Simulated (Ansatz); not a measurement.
The cluster MgZn2. Charge 0, multiplicity 3. Geometry PBE/def2-TZVP, that of the charge +1 doublet; atoms count from 1.

```
atom   x (Å)   y (Å)   z (Å)
 Mg1  -2.297   1.498   0.259
 Zn2   0.037  -0.021  -0.009
 Zn3   2.260  -1.477  -0.250
```

At PBE0/def2-TZVP a singlet of charge 0 lies 1.24 eV below the triplet at the same geometry. The structure comes from a short search, and lower isomers may exist.

Question: Estimate the Mulliken populations from the PBE0/def2-TZVP orbitals of Ansatz.

Answer: 
```
atom  charge (e)  spin (α − β)  d electrons
 Mg1        0.01          0.90            –
 Zn2       -0.01          0.62        10.00
 Zn3       -0.01          0.49        10.00
```
Mulliken values depend strongly on the basis.

Question: Where does the spin sit?

Answer: Summed by element: Mg 0.90, Zn 1.10, of 2 unpaired in all. Largest on single atoms: Mg1 0.90, Zn2 0.62, Zn3 0.49.

Question: And the Mayer bond orders between heavy atoms (over 0.3)?

Answer: Mg1–Zn2 1.01 (2.80 Å); Zn2–Zn3 0.69 (2.67 Å).
